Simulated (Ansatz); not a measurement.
System: sum formula H8Si3NO, charge 0, multiplicity 2. It need not be the lowest isomer of its formula. 
Structure (B3LYP-D3(BJ)/def2-TZVP (Ansatz, a program for electronic structure) minimum search):
SMILES: [SiH3]N[SiH]O[SiH3]
```xyz
13

Si    -0.0422    -1.0574    -0.6225
N     -1.0400    -0.3361     0.5942
Si    -2.5640     0.4852     0.4370
O      1.4729    -0.4145    -0.6182
Si     2.4425     0.6907     0.1149
H     -0.6887    -0.7519    -1.9301
H     -0.7325    -0.4885     1.5472
H     -2.5192     1.8039     1.1153
H     -2.8168     0.6714    -1.0066
H     -3.6777    -0.2886     1.0382
H      2.2585     0.6394     1.5856
H      2.1176     2.0552    -0.3606
H      3.8467     0.3693    -0.2151
```
Charge 0, spin multiplicity 2.

Dipole moments at this geometry, in debye (magnitudes).

| level | program | dipole (D) |
|---|---|---|
| SVWN5/def2-TZVPD | Ansatz | 1.18 |
| PBE/def2-TZVPD | Ansatz | 1.12 |
| BLYP/def2-TZVPD | Ansatz | 1.12 |
| r2SCAN/def2-TZVPD | Ansatz | 1.13 |
| B97M-V/def2-TZVPD | Ansatz | 1.12 |
| B3LYP/def2-TZVPD | Ansatz | 1.13 |
| BHLYP/def2-TZVPD | Ansatz | 1.14 |
| r2SCAN0/def2-TZVPD | Ansatz | 1.13 |
| HSE06/def2-TZVPD | Ansatz | 1.13 |
| CAM-B3LYP/def2-TZVPD | Ansatz | (withheld) |
| LC-wPBE/def2-TZVPD | Ansatz | 1.15 |
| wB97M-V/def2-TZVPD | Ansatz | 1.12 |
| CCSD(T)/aug-cc-pV(D+d)Z | Ansatz | (withheld) |

Problem. Complete the blanks.

Solution. 
- CAM-B3LYP/def2-TZVPD, dipole (D): 1.14
- CCSD(T)/aug-cc-pV(D+d)Z, dipole (D): 1.12
